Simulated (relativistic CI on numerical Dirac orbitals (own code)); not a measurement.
What each ingredient does to the levels of Ag32+

Base calculation: Dirac-Coulomb-Breit CI, orbitals from a KLI potential per configuration, QED by a radiative potential, unscaled Slater integrals.

CI space (outside the closed core [Ne]): 3s2.3p3, 3s.3p4, 3s2.3p2.3d, 3p5, 3s.3p3.3d, 3p4.3d, 3s.3p2.3d2, 3s2.3p.3d.4p, 3p4.4s, 3s.3p2.3d.4s, 3p4.4p, 3s2.3p2.4s, 3s2.3p.3d2, 3s2.3d3, 3s.3p.3d3, 3s2.3d2.4s, 3p3.3d2, 3p2.3d3, 3p2.3d2.4s, 3s2.3p.3d.4s, 3s.3p.3d2.4s, 3s2.3d.4s2, 3s.3p2.3d.4p, 3s.3p.3d2.4p, 3p2.3d2.4p, 3s.3p.3d.4s.4p. Double excitations out of closed p, d and f shells are left out; levels of such configurations are missing from the list, as are those of other unlisted configurations, and high levels can miss mixing partners.

Variants: (1) valence Slater integrals scaled by 0.9; (2) Breit term removed; (3) one mean potential for all configurations. Shifts of the energy above 3s2.3p3 2P°_3/2, in cm⁻¹, for the lowest level and the first level of each name with at least 55 % of one term (blank where a level changes its place among those of its configuration and J or its character, or is not in the variant):

```
            Level     Base    Δ(1)    Δ(2)  Δ(3)
  3s2.3p3 2P°_3/2        0       0       0     0
  3s2.3p3 2D°_5/2   335332   -1007   +5870   +62
  3s2.3p3 2P°_1/2   403014   -6795   +4581   +30
    3s.3p4 4P_5/2   948535  +17569   +1186  +449
3s2.3p2.3d 4D_1/2  1298887   +8692   +7105   -29
3s2.3p2.3d 2D_3/2  1601244                    -7
3s2.3p2.3d 2P_1/2  1643613  -10879   +9906   +71
3s.3p3.3d 6D°_1/2  1951849  +22941   +2891  +477
3s.3p3.3d 6D°_3/2  1952275  +22337   +3454  +467
3s.3p3.3d 6D°_9/2  2017234  +22678   +8183  +402
3s.3p3.3d 4F°_7/2  2254446  +20122  +10593  +423
```

At this charge energies of transitions that change n are usually good to better than 1 %, and those within a shell (Δn = 0) to a few per cent.

Ionisation energy from the two ground configurations alone: base 1961.21 eV; Breit term removed 1962.33 eV. The NIST ASD value (semi-empirical) is 1979 eV.

LS names give the leading component of a level, which can be under half, so a name can repeat, a term be missing and a line seem to break the LS rules.
